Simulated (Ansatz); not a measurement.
Consider the redistribution: `C[N](C)[Zn][O][SiH3]` + `BN` → `[SiH3][O][ZnH]` + `CN(C)BN`.

Calculated with Ansatz (gas phase, PBE0-D4/def2-TZVP geometries, no zero-point term in ΔE). CBS: MP2 limit from def2 TZ/QZ plus the TZ coupled-cluster correction, frozen cores. This one scheme is used for every species. DFT in def2-TZVPP. B3LYP here is the variant with VWN-RPA as its local correlation; programs differ in this. For Zn outer-core shells are correlated without core-valence functions, which leaves a few kJ/mol of doubt a bond. Scalar relativity is left out up to krypton. One conformer a species, not always the lowest.

`C[N](C)[Zn][O][SiH3]`:

Cartesian coordinates in Å:
```
C 0.601 -1.823 1.419
N -0.254 -1.171 0.464
C -0.978 -2.105 -0.356
Zn -0.205 0.594 0.138
O -0.242 2.340 -0.094
Si 0.379 3.530 -1.002
H 1.130 -1.099 2.045
H 0.022 -2.473 2.094
H 1.362 -2.458 0.937
H -0.309 -2.757 -0.941
H -1.613 -2.765 0.257
H -1.635 -1.593 -1.064
H 1.730 3.180 -1.535
H 0.511 4.770 -0.189
H -0.499 3.830 -2.170
```

`BN`:

```xyz
6

B     0.636   -0.245   -0.036
N    -0.654    0.252    0.037
H     1.482    0.411   -0.571
H     0.872   -1.319    0.439
H    -1.413   -0.245    0.471
H    -0.922    1.146   -0.340
```

`[SiH3][O][ZnH]`:

```xyz
7

Si    0.098   -1.146    0.001
O    -0.060    0.395   -0.465
Zn   -0.188    2.118   -0.117
H     1.251   -1.323    0.933
H     0.325   -2.015   -1.186
H    -1.125   -1.631    0.705
H    -0.301    3.603    0.129
```

`CN(C)BN`:

Cartesian coordinates in Å:
```
C -0.499 -1.286 0.291
N -0.053 -0.055 -0.301
C -0.203 -0.027 -1.732
B 0.477 1.038 0.416
N 0.641 1.069 1.817
H -0.360 -1.280 1.372
H -1.565 -1.463 0.093
H 0.056 -2.145 -0.110
H 0.151 0.926 -2.124
H 0.371 -0.832 -2.211
H -1.253 -0.153 -2.029
H 0.812 2.008 -0.207
H 0.399 0.328 2.450
H 1.026 1.874 2.275
```

```csv
species,B3LYP-D4 energy (Eh)
`C[N](C)[Zn][O][SiH3]`,-2280.73371
`BN`,-82.08656
`[SiH3][O][ZnH]`,-2146.69405
`CN(C)BN`,-216.16845
```

Q: Work out ΔE.

A: ΔE = (-2146.69405) + (-216.16845) − (-2280.73371) − (-82.08656) = -0.04223 Eh = -26.5 kcal/mol. CCSD(T)/CBS gives -24.7 kcal/mol.

Largest T1 diagnostic among the species: 0.016.

Leaving LDA and LC-ωPBE aside and taking each functional with its dispersion term where it has one, the values, not all of them listed here, spread over 3.6 kcal/mol, from B97M-V to B2PLYP. LDA lies −3.8 kcal/mol from PBE without D4. From BLYP to BHLYP (50 % exact exchange), in def2-TZVPP and without D4, ΔE moves by −2.3 kcal/mol.
